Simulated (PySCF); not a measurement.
Fe⁺ (iron, charge +1) across methods

[Ar] 3d5 4s2, high-spin 6S determinant (an excited configuration). Computed with PySCF 2.14 in x2c-QZVPPall, with scalar relativity by spin-free X2C-1e.

| method | E (hartree) | mean ε 3d α (eV) | mean ε 4s α (eV) | mean ε 4s β (eV) | Σ⟨r²⟩ (bohr²) | ⟨S²⟩ |
| --- | --- | --- | --- | --- | --- | --- |
| PBE | -1271.978 | -23.409 | -14.502 | -13.342 | 29.01 | 8.755 |
| TPSS | -1272.239 | -23.458 | -14.518 | -13.288 | 29.05 | 8.756 |
| PBE0 | -1272.012 | -26.272 | -15.298 | -14.147 | 29.04 | 8.755 |
| r2SCAN | -1272.195 | -24.182 | -14.732 | -13.448 | 29.09 | 8.761 |
| BHandHLYP | -1272.231 | -28.935 | -15.930 | -15.021 | 29.11 | 8.754 |
| LDA | -1269.670 | -23.620 | -14.756 | -13.590 | 28.83 | 8.755 |
| UHF | -1271.06133 | -34.254 | -16.973 | -15.631 | 29.71 | 8.757 |
| wB97X | -1272.256 | -28.533 | -17.411 | -16.626 | 28.87 | 8.752 |

(1) Estimate the same row for B97-3.

Results:

(1) E (hartree) = -1272.097; mean ε 3d α (eV) = -26.341; mean ε 4s α (eV) = -15.151; mean ε 4s β (eV) = -14.178; Σ⟨r²⟩ (bohr²) = 29.03; ⟨S²⟩ = 8.754.
